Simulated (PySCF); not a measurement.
C₄H₈OSi, SMILES C=C/C=C/[SiH2]O. Geometry: PBE-D3(BJ)/def2-SVP. The structure was generated by enumeration; whether it is a known compound was not checked. One conformer was computed; it need not be the lowest.

Method: PBE-D3(BJ)/def2-SVP run with PySCF.

Harmonic wavenumbers (cm⁻¹): 83, 99, 142, 213, 239, 263, 399, 448, 553, 633, 699, 725, 803, 836, 874, 896, 898, 922, 932, 967, 1025, 1113, 1200, 1259, 1264, 1376, 1594, 1650, 2124, 2179, 3048, 3054, 3072, 3079, 3177, 3762. Rotational constants (GHz): 7.803, 1.169, 1.034; symmetry number 1.

Q: Work out the zero-point energy and the ideal-gas rigid-rotor harmonic-oscillator thermochemistry at 298.15 K and 1 atm.

A: ZPE = ½ Σ hcν = ½ × 45605 cm⁻¹ = 272.78 kJ/mol. H − E(el) = 296.78 kJ/mol. Entropy in J/(mol K): translation 166.20, rotation 116.83, vibration 84.86, total 367.90. G − E(el) = 187.09 kJ/mol. Cp = 130.43 J/(mol K). Modes under 150 cm⁻¹ make the vibrational entropy uncertain.
